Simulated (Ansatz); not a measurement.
Relaxation of CH6AlNSi (10 atoms, charge 0, multiplicity 1), to a largest force component of 0.02 eV/Å in at most 50 steps.

Method: RKS CAM-B3LYP-D4/def2-SVP in Ansatz.

```xyz
10
Properties=species:S:1:pos:R:3
C -1.472 0.284 -0.459
Si -0.070 -0.724 0.046
N 0.879 0.156 1.268
Al 2.103 0.229 -0.278
H -2.041 -0.165 -1.337
H -2.221 0.452 0.381
H -1.137 1.334 -0.780
H 3.332 -0.628 -0.634
H 1.338 -0.546 1.954
H 2.984 1.019 -1.252
```

Question: Where does it end, and by what steps?

Answer: The run converged. After 14 steps the energy has fallen by 3.577 eV; H10 moved furthest, 1.24 Å. Parted: Si2–Al4.

```
step  energy less start (eV)  largest force component (eV/Å)  accepted
   0                  0.0000                           2.409       yes
   1                 -1.1665                           1.545       yes
   2                 -1.9010                           1.096       yes
   3                 -2.4734                           1.099       yes
   4                 -2.7669                           1.008       yes
   5                 -2.9772                           1.089       yes
   6                 -3.1688                           1.307       yes
   7                 -3.3343                           0.737       yes
   8                 -3.4510                           0.494       yes
   9                 -3.5285                           0.421       yes
  10                 -3.5578                           0.206       yes
  11                 -3.5758                           0.065       yes
  12                 -3.5760                           0.195       yes
  13                 -3.5772                           0.043       yes
  14                 -3.5774                           0.008       yes
```

```xyz
10
Properties=species:S:1:pos:R:3
C -1.326 0.456 -0.447
Si -0.707 -0.785 0.865
N 1.025 -0.647 0.730
Al 2.235 0.267 -0.249
H -2.035 -0.066 -1.113
H -1.930 1.224 0.071
H -0.575 0.968 -1.067
H 3.754 -0.019 0.077
H 1.472 -1.271 1.404
H 1.783 1.285 -1.362
```

Run time: 42 s on 2 threads of Arm Neoverse V1 (shared host), peak memory 0.22 GiB.
